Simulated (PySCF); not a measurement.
Bi(Br)(Me)2 (C2H6BiBr), SMILES [CH3][Bi]([CH3])[Br].

Coordinates come from a B3LYP-D3(BJ)/def2-SVP optimisation. The def2 effective core potentials stand for the cores of Bi; spin–orbit coupling is left out.

The numbers are results of PBE0/def2-TZVP in PySCF, not measurements.

Question: Estimate the frontier levels, gap, dipole moment and polarisability. (The exact figures need the calculation; the answer reports its results.)

Answer: 
The highest occupied level is -7.10 eV. The lowest empty level is -1.71 eV. The orbital gap is 5.39 eV and the dipole moment is 3.72 D. The quadrupole, principal values (traceless, Buckingham form, about the centre of nuclear charge) is -2.51, 0.78, 1.74 D·Å and the mean static polarisability is 94.9 bohr³ (14.07 Å³). The polarisability, principal values is 83.7, 93.5, 107.6 bohr³.
